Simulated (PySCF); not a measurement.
`C[NH][Ge@H]([NH2])[F]`. Computed with PBE0-D3(BJ)/def2-SVP geometry optimisation, gas phase (PySCF 2.14.0).

```
atom  x, y, z in Å
C1    -1.5980   -0.1684    0.0886
N2    -0.6797    0.2124   -0.9604
Ge3    1.0588    0.5641   -0.6646
N4     1.6659   -0.7085    0.4754
F5     1.3418    2.0265    0.2576
H6    -1.0341   -0.6536    0.8992
H7    -2.3420   -0.8977   -0.2756
H8    -2.1477    0.6835    0.5303
H9    -1.1099    0.6730   -1.7546
H10    1.7463    0.8086   -2.0165
H11    2.4963   -0.4563    1.0026
H12    1.7595   -1.6466    0.0994
```

**Question.** Work out the bond lengths C1–N2, C1–H6, C1–H7, N2–Ge3, Ge3–H10 in pm.

**Answer.** For C1–N2 the difference vector is (0.9183, 0.3808, -1.0490) Å, of length 1.4452 Å. C1–N2 144.5; C1–H6 110.0; C1–H7 110.4; N2–Ge3 179.8; Ge3–H10 153.6 pm.

**Question.** What are the angles H6–C1–H8, Ge3–N2–H9, C1–N2–H9, Ge3–N4–H11?

**Answer.** From the scalar product of the two bond vectors; for H6–C1–H8 it is -0.3653 Å² over 1.1002 × 1.1059 Å², cos θ = -0.3002. H6–C1–H8 107.5°; Ge3–N2–H9 116.8°; C1–N2–H9 114.7°; Ge3–N4–H11 115.2°.

**Question.** How far are the heavy atoms from their best plane (unweighted least squares)?

**Answer.** 0.501 Å rms; C1 0.57, N2 0.58, Ge3 0.61, N4 0.19, F5 0.43 Å (magnitudes).

**Question.** What is the repulsion energy of the bare nuclei, Σ ZA·ZB/RAB?

**Answer.** 414.27 Eh over 66 pairs, with full nuclear charges and distances in bohr; the largest single term is 86.99 Eh (Ge3 with F5).

**Question.** Give the dihedral angles C1–N2–Ge3–N4, N2–Ge3–N4–H11, H10–Ge3–N4–H11, H6–C1–N2–H9, F5–Ge3–N4–H12, H9–N2–Ge3–F5.

**Answer.** C1–N2–Ge3–N4 43° (synclinal); N2–Ge3–N4–H11 -158° (antiperiplanar); H10–Ge3–N4–H11 77° (synclinal); H6–C1–N2–H9 180° (antiperiplanar); F5–Ge3–N4–H12 -170° (antiperiplanar); H9–N2–Ge3–F5 84° (synclinal). Dihedral signs follow IUPAC: positive where, seen along the central bond, the front bond turns clockwise onto the rear one.

No frequency check. The numbers are those of one conformer.

Time: 50 s wall; peak memory 0.50 GiB. Hardware: an Arm Neoverse V1 with one thread, no GPU, shared host with 32 logical CPUs at a one-minute load of 14. This is the geometry optimisation.
